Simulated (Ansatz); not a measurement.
Consider the ligand exchange at the In–C bond: `C=C[CH2][InH2]` + silanol → `[SiH3][O][InH2]` + propene.

Program: Ansatz. Geometries: PBE0-D4/def2-TZVP. ΔE: electronic, gas phase. CBS: MP2 limit from def2 TZ/QZ plus the TZ coupled-cluster correction, frozen cores. Functionals use def2-TZVPP. B3LYP here is the variant with VWN-RPA as its local correlation; programs differ in this. HSE06 is defined as in plane-wave codes. Elements past krypton have def2 core potentials. For In outer-core shells are correlated without core-valence functions, which leaves a few kJ/mol of doubt a bond. Each species was taken in one conformer, which may not be the lowest.

`C=C[CH2][InH2]`:

Cartesian coordinates in Å:
```
C -0.838 -0.304 -1.251
C -0.944 0.102 0.033
C -0.213 -0.450 1.175
In 1.547 0.546 0.290
H -0.300 -1.209 -1.518
H -1.348 0.222 -2.047
H -1.516 1.010 0.222
H -0.045 -1.525 1.142
H -0.556 -0.112 2.147
H 1.664 2.254 0.397
H 2.550 -0.532 -0.591
```

`O[SiH3]`:

Z-matrix (Å, degrees):
```
Si
O 1 1.648
H 1 1.489 2 111.7
H 1 1.489 2 111.7 3 120.9
H 1 1.481 2 105.9 3 -119.6
H 2 0.957 1 117.9 3 -60.5
```

`[SiH3][O][InH2]`:

Z-matrix (Å, degrees):
```
Si
O 1 1.622
H 1 1.490 2 110.7
H 1 1.496 2 111.8 3 120.0
H 1 1.490 2 110.8 3 -119.9
In 2 1.992 1 138.5 3 -120.0
H 6 1.702 2 110.2 1 180.0
H 6 1.706 2 112.5 1 -0.0
```

`C=CC`:

Z-matrix (Å, degrees):
```
C
C 1 1.490
H 1 1.095 2 111.0
H 1 1.095 2 111.0 3 118.3
H 1 1.092 2 111.5 3 -120.8
C 2 1.325 1 125.1 3 120.8
H 2 1.088 1 116.2 3 -59.2
H 6 1.084 2 121.6 1 -180.0
H 6 1.086 2 121.4 1 0.0
```

```csv
level,ΔE (kJ/mol),difference from CCSD(T)/CBS
LDA (SPW92),-52.5,21.4
PBE-D4,-67.0,6.9
revPBE-D4,-69.9,4.0
BLYP-D4,-82.0,-8.1
r2SCAN-D4,-72.6,1.3
B97M-V,-81.0,-7.1
B3LYP-D4,-82.4,-8.5
r2SCANh-D4,-72.5,1.4
HSE06-D4,-68.6,5.3
BHLYP-D4,-87.7,-13.8
CAM-B3LYP-D4,-87.7,-13.8
ωB97X-V,-83.2,-9.3
ωB97M-V,-76.3,-2.4
B2PLYP,-83.0,-9.1
PBE,-69.7,4.2
revPBE,-75.6,-1.7
BLYP,-87.7,-13.8
r2SCAN,-73.2,0.7
PBE0,-71.1,2.8
B3LYP,-86.8,-12.9
r2SCANh,-73.1,0.8
r2SCAN0,-73.2,0.7
HSE06,-70.7,3.2
BHLYP,-91.3,-17.4
CAM-B3LYP,-90.0,-16.1
LC-ωPBE,-83.8,-9.9
RPA@PBE/def2-TZVPP,-75.7,-1.8
HF/def2-SVP,-115.4,-41.5
CCSD/def2-SVP,-98.3,-24.4
CCSD(T)/def2-SVP,-94.1,-20.2
HF/def2-TZVPP,-108.4,-34.5
MP2/def2-TZVPP,-66.7,7.2
SCS-MP2/def2-TZVPP,-79.1,-5.2
CCSD(T)/def2-TZVPP,-75.4,-1.5
HF/def2-QZVPP,-110.2,-36.3
MP2/def2-QZVPP,-66.5,7.4
SCS-MP2/def2-QZVPP,-79.1,-5.2
HF/CBS(def2),-110.5,-36.6
MP2/CBS(def2),-65.3,8.6
CCSD/CBS(def2),-79.2,-5.3
CCSD(T)/CBS,-73.9,0
```

Largest T1 diagnostic among the species: 0.015.

Leaving LDA and LC-ωPBE aside and taking each functional with its dispersion term where it has one, the values spread over 20.7 kJ/mol, from CAM-B3LYP-D4 to PBE-D4. LDA lies +17.2 kJ/mol from PBE without D4. The D4 term adds +4.4 kJ/mol with B3LYP and +2.2 kJ/mol with PBE0; it sums over pairs of atoms, weighted by their polarisabilities, and B3LYP, whose exchange is more repulsive, gets the larger term.
